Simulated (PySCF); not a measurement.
**S: excitation energy**

S [Ne] 3s2 3p4 (3P) → S [Ne] 3s1 3p5 (3P), as a difference of total energies. Computed with PySCF 2.14 in aug-cc-pwCVDZ (6s5p3d, 36 functions), with the non-relativistic Hamiltonian (point nucleus). Correlated levels: nothing frozen. The calculations carry no spin-orbit coupling.

```tsv
method	excitation energy (eV)
UHF	11.470
MP2 (all electrons)	10.362
SCS-MP2 (all electrons)	10.212
CCSD (all electrons)	9.396
CCSD(T) (all electrons)	9.058
```

Q: How much does correlation contribute at CCSD(T) (all electrons)?

A: 9.058 − (11.470) = -2.412 eV, measured against UHF.

Errors of the correlated levels include the incompleteness of this basis.

The coupled-cluster amplitudes are large for the upper state (T1 above 0.03 or a double amplitude above 0.15), so a single reference is strained.

For comparison: 8.928 eV (measured; NIST levels, between the centres of gravity of the two terms).
